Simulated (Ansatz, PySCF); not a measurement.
System: CHClF$_{2}$ (charge 0, singlet). SMILES: FC(F)Cl
Geometry: optimised at B3LYP-D3(BJ)/def2-TZVP (Ansatz, a program for electronic structure).

Harmonic wavenumbers (cm⁻¹) at B3LYP/6-31G* (Ansatz, at its own minimum) and at B3LYP-D3(BJ)/def2-TZVP (PySCF, at the structure above). 6-31G* holds six Cartesian d functions. Modes are numbered in rising order, 9 in all, and paired by that order; shown are modes over 250 cm⁻¹ that lie over 6 % from every other mode at both levels, one of each degenerate set, at most eight drawn at random. The second level is harmonic too, so this factor is not the one that brings values to measured fundamentals.

```csv
mode,B3LYP/6-31G* (x),B3LYP-D3(BJ)/def2-TZVP (y)
1,357,361
2,396,402
4,785,784
9,3156,3129
```

**Question.** Fit one scale factor, y = λ·x, by least squares, and use it for mode 3, which lies at 589 cm⁻¹ at B3LYP/6-31G*.

**Answer.** λ = Σxy/Σx² = 10778633/10860826 = 0.9924; the rows scatter about it by 6 cm⁻¹ (root mean square). Prediction for mode 3: 585 cm⁻¹. The wavenumber at B3LYP-D3(BJ)/def2-TZVP is 592 cm⁻¹, so the fit misses by -7 cm⁻¹, against -3 cm⁻¹ without it. The fit is meant for this molecule alone.
